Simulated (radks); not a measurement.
Problem. These are the eigenvalues of the occupied orbitals of an atom or ion with whole-number occupations (hartree). All-electron calculation, Dirac Kohn-Sham, PBEsol, spin-unpolarised, spherical densities, finite nucleus; Fermi nuclear charge, rms radius of each element as measured or else 0.836 A^(1/3) + 0.57 fm. Program: a radial shooting solver on a logarithmic mesh with Libxc functionals.

orbital  eigenvalue
1s1/2     -257.8464
2s1/2     -31.11127
2p1/2     -26.97103
2p3/2     -26.51359
3s1/2      -4.37166
3p1/2      -3.15146
3p3/2      -3.09161
3d3/2      -1.13069
3d5/2      -1.12366
4s1/2      -0.63485
4p1/2      -0.40387
4p3/2      -0.39886

Which element is it, and in what charge state? The configuration may be excited. Open shells, if any, are shared by 2j + 1.

Solution. Z = 26, iron, charge +1: Fe+ in [Ar] 3d4 4s1 4p2. The list shows which subshells hold electrons but not how many an open one holds; the 1s level, -257.85 hartree, gives Z - s = 22.7 by -(Z - s)^2/2, which with screening and relativity narrows Z to a few neighbours, and the depths of the outer levels then fix element, charge and occupations together.
